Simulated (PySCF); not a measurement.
C5H6ClF2 (doublet state).
Cartesian coordinates in Å at the GFN2-xTB level; atoms count from 1:
```
atom  x, y, z in Å
C1     2.8159    0.1966    0.5627
C2     1.6550   -0.1132    0.1058
C3     0.3827    0.0595   -0.4205
Cl4    0.1085    1.9970   -0.7697
C5    -0.7675   -0.3464    0.4867
C6    -2.1126   -0.2059   -0.2101
F7    -2.2068   -1.0839   -1.2406
F8    -3.1160   -0.5212    0.6437
H9     3.5325   -0.5483    0.8788
H10    3.1599    1.2237    0.6572
H11    0.2722   -0.3291   -1.4330
H12   -0.7773    0.2639    1.3908
H13   -0.6446   -1.3955    0.7715
H14   -2.3026    0.8022   -0.6053
```

The hyperfine couplings belong to this conformer and change with its torsions.

Identity: `C=[C][C@H](Cl)CC(F)F` [radical].

Method: UKS B3LYP, pcH-1 on C Cl F H, non-relativistic, mean-field spin-orbit, GIAO in PySCF 2.14.0. The structure is a single GFN2-xTB conformer in the gas phase; no vibrational or solvent corrections. The geometry wasn't refined by DFT: couplings that depend on bond lengths, twists or pyramidal angles can differ widely from those at the functional's own minimum. The SCF solution wasn't tested for stability.

Problem. Where do the isotropic ENDOR lines of C2, C3, C1, C5, F7, H10, H9, H11, H12 and Cl4 fall at 3353.3 mT, to first order?

Solution. ν± = |νn ± a/2|, one line for each electron-spin manifold; νn = |g_N| × 7.62259 MHz/T × B.

```csv
nuclei,isotope,g_N,νn (MHz),a_iso (MHz),lower line (MHz),upper line (MHz)
C2,13C,1.4048,35.91,120.68,24.43,96.25
C3,13C,1.4048,35.91,65.84,2.99,68.83
C1,13C,1.4048,35.91,-34.76,18.53,53.29
C5,13C,1.4048,35.91,9.25,31.28,40.53
F7,19F,5.2577,134.39,1.26,133.76,135.02
H10,1H,5.5857,142.78,164.10,60.72,224.83
H9,1H,5.5857,142.78,128.19,78.68,206.87
H11,1H,5.5857,142.78,22.63,131.46,154.09
H12,1H,5.5857,142.78,-1.36,142.10,143.45
Cl4,35Cl,0.5479,14.01,44.96,8.47,36.48
```

The rows for 13C, of low natural abundance, apply to labelled samples.

Problem. Which pairs are centred on the nuclear Larmor frequency, and which on half the coupling?

Solution. Centred on νn, since |a| < 2νn: C3, C1, C5, F7, H10, H9, H11 and H12. Centred on |a|/2 and split by 2νn: C2 and Cl4.

Problem. At what field would the lower line of H10 fall to zero frequency?

Solution. Where νn = |a|/2, that is B = 82.05 MHz/(5.5857 × 7.62259 MHz/T) = 1930 mT, as far as first order holds there.

Couplings of abundant isotopes left out: H14 (1.1 MHz).

Main isotope only: 35Cl (natural samples also hold 24 % 37Cl, magnetic too, which adds its own pattern).
